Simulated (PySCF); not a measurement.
Species: C4H5BCl2.
Numbering: `[CH3:1][CH:2]=[C:3]=[CH:4][B:5]([Cl:6])[Cl:7]` (hydrogens: H8, H9, H10 on C1; H11 on C2; H12 on C4)

Method used: PBE0-D3(BJ)/def2-SVP geometry optimisation, gas phase in PySCF 2.14.0.

List the bond lengths, angles and torsions at this level.

```json
{"bond": "C1–C2", "length (Å)": "1.500"}
{"bond": "C2=C3", "length (Å)": "1.306"}
{"bond": "C3=C4", "length (Å)": "1.321"}
{"bond": "C4–B5", "length (Å)": "1.539"}
{"bond": "B5–Cl6, B5–Cl7", "length (Å)": "1.755"}
{"bond": "C1–H8, C1–H9, C1–H10", "length (Å)": "1.100"}
{"bond": "C2–H11", "length (Å)": "1.099"}
{"bond": "C4–H12", "length (Å)": "1.098"}
```

Bonds in one row agree within 0.01 Å and their mean is given. A selection of angles:
```json
{"angle": "C2–C1–H8", "degrees": "110.4"}
{"angle": "C2–C1–H9", "degrees": "110.7"}
{"angle": "H8–C1–H9", "degrees": "107.3"}
{"angle": "C1–C2–C3", "degrees": "125.5"}
{"angle": "C1–C2–H11", "degrees": "117.8"}
{"angle": "C3–C2–H11", "degrees": "116.7"}
{"angle": "C2–C3–C4", "degrees": "177.8"}
{"angle": "C3–C4–B5", "degrees": "121.6"}
{"angle": "C3–C4–H12", "degrees": "119.0"}
{"angle": "B5–C4–H12", "degrees": "119.5"}
{"angle": "C4–B5–Cl6", "degrees": "121.8"}
{"angle": "C4–B5–Cl7", "degrees": "119.8"}
{"angle": "Cl6–B5–Cl7", "degrees": "118.4"}
```

Torsions: C3–C4–B5–Cl6 -2° (synperiplanar). The mirror-image conformer, all signs reversed, is as good.

B5 (three-coordinate boron) is planar (angles 121.8°, 119.8° and 118.4°, sum 360.0°, 0.00 Å off the plane of its three neighbours). The 3 C–C bonds span 1.306 Å (C2=C3, drawn double) to 1.500 Å (C1–C2, drawn single), a spread of 0.194 Å.

Point group: C1 (no symmetry element, even within 0.4 Å). No frequency check.
